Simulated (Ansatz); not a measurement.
C₄H₇Al (`C#[C][Al]([CH3])[CH3]`). Charge 0, multiplicity 1.

```csv
atom,x (Å),y (Å),z (Å)
C1,0.4645,-3.0296,-0.0723
C2,0.2823,-1.8322,-0.0455
Al3,-0.0035,0.0648,-0.0095
C4,0.8420,1.1686,-1.3729
C5,-1.1335,0.7743,1.4084
H6,0.6246,-4.0839,-0.0956
H7,1.4855,1.9286,-0.9166
H8,0.0901,1.7142,-1.9534
H9,1.4490,0.5881,-2.0707
H10,-0.7004,0.5573,2.3908
H11,-2.1182,0.2954,1.3974
H12,-1.2825,1.8545,1.3399
```

**Question.** List the harmonic frequencies (cm⁻¹, unscaled) at PBE0-D4/def2-TZVP in Ansatz. (Best estimate.)

**Answer.** The calculation gave: 24i, 38, 101, 133, 159, 247, 300, 495, 563, 623, 632, 682, 710, 721, 746, 753, 1219, 1220, 1438, 1439, 1441, 1443, 2120, 3035, 3036, 3104, 3108, 3130, 3136, 3456.
